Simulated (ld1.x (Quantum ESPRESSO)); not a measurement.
**Reading a pseudo-wave (neon)**

Columns: radius, all-electron u(r) and pseudo u(r) of the 2s shell (level -78.13 eV) of neon in the configuration [He] 2s2 2p4; PBE, scalar-relativistic, RRKJ scheme, ld1.x (Quantum ESPRESSO) 7.5.

```
r (bohr)  all-electron   pseudo
   0.040        0.4105  -0.0281
   0.080        0.5157  -0.0637
   0.120        0.4478  -0.1131
   0.160        0.2888  -0.1801
   0.200        0.0892  -0.2659
   0.240       -0.1202  -0.3685
   0.280       -0.3213  -0.4831
   0.320       -0.5038  -0.6033
   0.360       -0.6630  -0.7219
   0.400       -0.7971  -0.8318
   0.440       -0.9060  -0.9274
   0.480       -0.9911  -1.0052
   0.520       -1.0545  -1.0640
   0.560       -1.0984  -1.1042
   0.600       -1.1252  -1.1281
   0.640       -1.1375  -1.1383
   0.680       -1.1374  -1.1375
   0.720       -1.1271  -1.1271
   0.760       -1.1084  -1.1084
   0.800       -1.0829  -1.0829
   0.840       -1.0522  -1.0522
   0.880       -1.0173  -1.0173
   0.920       -0.9795  -0.9795
   0.960       -0.9395  -0.9395
   1.000       -0.8982  -0.8982
   1.040       -0.8562  -0.8562
```

Problem. How many radial nodes do the two functions have?

Solution. The all-electron 2s function has n − l − 1 = 1; the pseudo-wave has 0, since the states of the same l below it are removed with the core.

Problem. At about which radius was the pseudo-wave matched?

Solution. 0.70 bohr, where the columns begin to agree (steps of 0.04 bohr).

Problem. Where does each function peak?

Solution. Outermost all-electron maximum near 0.64 bohr, pseudo maximum near 0.64 bohr (to the table’s step).

Problem. Is the pseudo-wave norm-conserving?

Solution. Yes: the RRKJ scheme keeps the norm inside the radius equal to the all-electron one, which fixes the energy derivative of the logarithmic derivative at the level.
